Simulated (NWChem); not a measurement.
# CH4NO cation; SMILES [OH+]=CN

```xyz
7

N      0.1804    -1.1064     0.0000
C     -0.4263     0.0395     0.0000
O      0.1193     1.1927     0.0000
H      1.1960    -1.2101     0.0000
H     -0.3668    -1.9672     0.0000
H     -1.5240     0.0589     0.0000
H      1.0933     1.2186     0.0000
```
Atoms are numbered in this order, from 1.

Results from NWChem. Pople sets run with spherical d functions. Structure relaxed at the PBE0/def2-SVP level. Atomic charges in e: unrestrained fits to the electrostatic potential beside Mulliken populations; buried atoms are poorly determined by the fit.

For level B3LYP/def2-SVP:

| Quantity | Result |
|---|---|
| ESP N1 | -0.59 |
| Mulliken N1 | 0.00 |
| ESP C2 | 0.58 |
| Mulliken C2 | 0.23 |
| ESP O3 | -0.42 |
| Mulliken O3 | -0.04 |

**Question.** Estimate the same quantities for level Hartree-Fock/6-31G*.

**Answer.** The ESP N1 is -0.80 and the Mulliken N1 is -0.83. The ESP C2 is 0.75. The Mulliken C2 is 0.60, the ESP O3 comes out as -0.54 and the Mulliken O3 is -0.61.
